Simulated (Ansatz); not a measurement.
Compare A (`F[C@@H]1[O][Ge@H]1[SiH3]`) with its isomer B (`F[CH2][GeH]1[O][SiH2]1`).

Gas-phase electronic energies from Ansatz, PBE0-D4/def2-TZVP geometries. CBS: MP2 limit from def2 TZ/QZ plus the TZ coupled-cluster correction, frozen cores. Functionals use def2-TZVPP. B3LYP here is the variant with VWN-RPA as its local correlation; programs differ in this. For Ge outer-core shells are correlated without core-valence functions, which leaves a few kJ/mol of doubt a bond. Scalar relativity is left out up to krypton. One conformer a species, not always the lowest.

(1) Which is lower in electronic energy at CCSD(T)/CBS, and by how much? (Estimate.)

(2) Give E(B) − E(A) in kcal/mol with HF/def2-TZVPP, MP2/def2-TZVPP, B3LYP-D4, CCSD/def2-TZVPP, PBE0-D4, r2SCAN-D4, PBE-D4. (An estimate is asked.)

Largest T1 diagnostic: 0.016.

## Answers

(1) Computed: B, by 26.6 kcal/mol.

(2) Ansatz gave: HF/def2-TZVPP -29.9, MP2/def2-TZVPP -27.7, B3LYP-D4 -25.1, CCSD/def2-TZVPP -27.1, PBE0-D4 -23.8, r2SCAN-D4 -24.0, PBE-D4 -21.4. None reverses the order clearly.

In def2-TZVPP, CCSD(T) changes the Hartree–Fock value by +4.0 kcal/mol (the triples alone add +1.2 kcal/mol) and MP2 by +2.2 kcal/mol. From PBE to PBE0 (25 % exact exchange), in def2-TZVPP and without D4, E(B) − E(A) moves by −2.4 kcal/mol.
